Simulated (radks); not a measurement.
Results of a calculation; reference values are marked as such.
Species: W36+. Configuration: [Kr] 4d2 (the NIST ground configuration).

Code: a radial shooting solver on a logarithmic mesh with Libxc functionals. Model: Dirac Kohn-Sham, exchange-only PBE, spin-unpolarised, spherical densities, finite nucleus; open shells fill j = l - 1/2 first; Fermi nuclear charge, rms radius 5.3658 fm.

Energy parts (eV):
| part | energy |
|---|---|
| total | -419312.46 |
| kinetic | 475022.15 |
| electron-nucleus | -986019.70 |
| Hartree | 98824.73 |
| exchange | -7139.63 |

Orbitals (lengths in bohr, moments of r in powers of bohr; <r^-3> diverges for s and p1/2):
orbital	occ.	eigenvalue (eV)	<r^-3>
1s1/2	2	-70894.97	-
2s1/2	2	-13492.40	-
2p1/2	2	-12972.56	-
2p3/2	4	-11619.44	16330
3s1/2	2	-4239.862	-
3p1/2	2	-4011.500	-
3p3/2	4	-3711.937	3793
3d3/2	4	-3332.392	655.8
3d5/2	6	-3266.832	558.5
4s1/2	2	-1883.273	-
4p1/2	2	-1785.671	-
4p3/2	4	-1694.217	1184
4d3/2	2	-1536.326	198.6
4d5/2	0	-1516.788	168.0

The highest occupied level is 4d3/2 at -1536.3 eV. For comparison, the ionisation energy in NIST's Atomic Spectra Database is 1569 eV (semi-empirical). In exact Kohn-Sham theory the highest level is minus the ionisation energy, but local and semilocal functionals leave it too shallow, through self-interaction and a potential that decays too fast; potentials with the right tail come closer. The electron density at the nucleus is 1.426e+06 e/bohr^3.

Beside tabulated values, note that spin-unpolarised runs miss the spin-polarisation part of the exchange energy of open shells.
